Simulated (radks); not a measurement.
The cadmium ion Cd13+ is in [Ar] 3d10 4s2 4p5. Calculated with a radial shooting solver on a logarithmic mesh with Libxc functionals: non-relativistic Kohn-Sham, PBE, spin-polarised, spherical densities, point nucleus. Open shells are filled with parallel spins first. One electron is removed from 4p, 4s, 3p, 3d in turn, with full relaxation. Which removal costs least, and what does each cost?

Answer. 4p 330.55 eV; 4s 367.21 eV; 3d 718.56 eV; 3p 904.60 eV. The 4p electron leaves first.
